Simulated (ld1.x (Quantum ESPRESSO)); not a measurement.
# silver (Ag), TM: configuration errors across variants

* Element: silver (Ag)
* Generator: ld1.x (Quantum ESPRESSO) 7.5
* Type: norm-conserving Troullier–Martins (Kleinman–Bylander form)
* Functional: PBE
* Relativity: fully relativistic
* Frozen core: [Ar] 3d10
* Valence charge: 19
* Reference configuration: 4s2 4p6 4d10 5s0 5p1
* Partial waves: 4p (bound): rc 1.70 bohr; 4d (bound): rc 1.45 bohr; 4s (bound): rc 1.15 bohr
* Local potential: the s channel
* Core correction: none

Open shells are filled in proportion to 2j + 1 (rel_dist='average').

Occupied shells without a wave of their own: 5p. They enter only through the test configuration that unscreens the potential.

All-electron excitation energies from the reference (eV): (1) 4s2 4p6 4d10 5s1 5p0 -3.862; (2) 4s2 4p6 4d10 5s0 5p0 3.897; (3) 4s2 4p6 4d9 5s0 5p0 26.012; (4) 4s2 4p5 4d10 5s1 5p0 61.508; (5) 4s2 4p6 4d10 5s0.5 5p0 -0.844; (6) 4s2 4p6 4d9 5s1 5p0 9.292; (7) 4s2 4p6 4d7 5s0 5p0 113.913.

For the base: The 5p level has no wave, so the channel is fitted at the deeper level alone: the likely source of the large errors.

A true bound ghost makes a file unfit for plane-wave use even where its test errors are small: the radial tests pick states by their node count and pass the ghost by.

The file “wave 4s (bound): rc 1.15 bohr becomes 4s (bound): rc 1.56 bohr” misses its own reference levels by 0.3 eV. The file “wave 4s (bound): rc 1.15 bohr becomes 4s (bound): rc 1.68 bohr” misses its own reference levels by 0.5 eV.

Errors AE − PS in meV (a dash: test not solved or not reliable):

```csv
change,(1),(2),(3),(4),(5),(6),(7),bound ghosts
base,+195,-206,-423,+169,+19,+169,-846,none
wave 4s (bound): rc 1.15 bohr becomes 4s (bound): rc 0.82 bohr,+6.4,-231,-488,-199,-101,-163,-1030,none
wave 4s (bound): rc 1.15 bohr becomes 4s (bound): rc 0.94 bohr,-11,-248,-527,-246,-119,-206,-1121,none
wave 4s (bound): rc 1.15 bohr becomes 4s (bound): rc 1.16 bohr,+195,-206,-423,+169,+19,+169,-846,none
wave 4s (bound): rc 1.15 bohr becomes 4s (bound): rc 1.56 bohr,+1932,-585,-1148,+2707,+830,+2474,-2087,s (extra level of the local part)
wave 4s (bound): rc 1.15 bohr becomes 4s (bound): rc 1.68 bohr,+2820,-801,-1547,+3810,+1220,+3501,-2757,s (extra level of the local part)
```

Task: Give the same row for: wave 4s (bound): rc 1.15 bohr becomes 4s (bound): rc 1.32 bohr.

Result: +590, -285, -576, +801, +210, +736, -1106; bound ghosts: none.
